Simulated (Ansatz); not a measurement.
`C[O][Mg][F]` + HCl → `[F][Mg][Cl]` + CH₃OH at 700 K and 1 bar (ligand exchange at a Mg–O bond).

Gas-phase electronic energies from Ansatz, PBE0-D4/def2-TZVP geometries. CCSD(T)/CBS is the MP2 limit (def2-TZVPP, def2-QZVPP) plus CCSD(T) − MP2 in def2-TZVPP, frozen cores. This one scheme is used for every species. For Mg outer-core shells are correlated without core-valence functions, which leaves a few kJ/mol of doubt a bond. One conformer a species, not always the lowest.

```tsv
species	CCSD(T)/CBS energy (Eh)	H − E (kJ/mol)	S (J/(mol·K))
`C[O][Mg][F]`	-414.81589	169.5	389.3
HCl	-460.38127	38.4	211.8
`[F][Mg][Cl]`	-759.61026	45.3	314.5
CH₃OH	-115.61712	170.8	288.5
```

H − E and S are ideal-gas, rigid-rotor, harmonic terms from PBE0-D4/def2-TZVP, for one conformer and one mirror image of each species. 1 Eh = 2625.50 kJ/mol, R = 8.31446 J/(mol·K).

Q: By hand: ΔE, ΔH, ΔS and ΔG.

A: ΔE = (-759.61026) + (-115.61712) − (-414.81589) − (-460.38127) = -0.03022 Eh = -79.3 kJ/mol. Δ(H − E) = 45.3 + 170.8 − 169.5 − 38.4 = 8.2, so ΔH = -71.1 kJ/mol. ΔS = 314.5 + 288.5 − 389.3 − 211.8 = 1.9 J/(mol·K). ΔG = -71.1 − 700 × (1.9)/1000 = -72.4 kJ/mol.

Q: By hand: the equilibrium constant, and the temperature at which ΔG would vanish if ΔH and ΔS stayed fixed.

A: log₁₀ K = −ΔG/(RT ln 10) = 5.4. ΔH and −TΔS have one sign here, so there is no such temperature.

The number of gas molecules stays the same, so ΔS is small and ΔH decides. A doubt of 5 kJ/mol in ΔE shifts log₁₀ K by 0.4 here. Other conformers and mirror images would add mixing entropy, several J/(mol·K) or more a flexible species. These are equilibria of isolated gas molecules and say nothing of rates. Largest T1 diagnostic: 0.012 (customary marks: 0.02 for closed shells, 0.045 for open ones).

ΔS is within the doubt of such terms, so its sign, and with it that verdict, could turn.
